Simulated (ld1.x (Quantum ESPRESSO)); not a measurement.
# Before and after: TM potential for Se (Z = 34)

ld1.x (Quantum ESPRESSO) 7.5 input, shortened:

```
&input
   title='Se', zed=34., rel=2, dft='PBE', iswitch=3,
   config='[Ar] 3d10 4s2 4p3.5', rel_dist='average'
 /
 &inputp
   pseudotype=2, tm=.true., lloc=0,
   nlcc=.false.
 /
2
4P  2  1   3.50   0.00  1.20  1.20  0.0
4S  1  0   2.00   0.00  1.40  1.40  0.0
 &test
   configts(1)='4s2 4p3.5'
 /
```

Open shells are filled in proportion to 2j + 1 (rel_dist='average').

Change: all radii scaled by about 1.22 (s 1.70, p 1.46 bohr).

Cutoffs: the cutoffs (Ry, on a coarse ladder) from which the occupation-weighted sum of valence levels, in a spherical-Bessel basis at the reference potential, stays within 10 and 1 mRy of its value at 400 Ry; they do not see the model core or the augmentation charge, which bear on the density cutoff. Errors are all-electron minus pseudo energies relative to the spin-unpolarised reference configuration.

Question: What does the change do?

Answer: The potential gets softer (100 Ry and 230 Ry → 45 Ry and 80 Ry); both files keep a bound ghost (p); the number of tests that count goes from 7 to 6; of the 6 tests that both files solve, the error grows in 4 and shrinks in 1 by more than 15 % and 0.3 meV (median size 7.1 → 7.7 meV). A larger radius leaves more room for a smooth pseudo-wave, so fewer plane waves are needed.

| quantity | base | changed |
| --- | --- | --- |
| cutoff, loose | 100 Ry | 45 Ry |
| cutoff, tight | 230 Ry | 80 Ry |
| loose cutoff by channel (10 mRy a level) | p 90 Ry, s 21 Ry | p 15 Ry, s 18 Ry |
| bound ghosts | p3/2, p1/2 | p1/2 |
| tests counted (converged, no solver errors) | 7 of 7 | 6 of 7 |
| error for 4s2 4p4, meV [ΔE -4.31 eV] | -1.1 | -4.4 |
| error for 4s2 4p3, meV [ΔE 6.54 eV] | -1.0 | -5.1 |
| error for 4s2 4p2, meV [ΔE 26.89 eV] | -12 | -45 |
| error for 4s1 4p5, meV [ΔE 6.56 eV] | +25 | +1.7 |
| error for 4s2 4p0, meV [ΔE 99.96 eV] | +25 | -26 |
| error for 4s2 4p4.3, meV [ΔE -5.91 eV] | -2.4 | -10 |

Changed file: Tests not counted: 4s2 4p1 (pseudo-atom not self-consistent, printed error +11.8 eV). A true bound ghost makes a file unfit for plane-wave use even where its test errors are small: the radial tests pick states by their node count and pass the ghost by. Where a test does run into it, the solver fails or the error is huge.
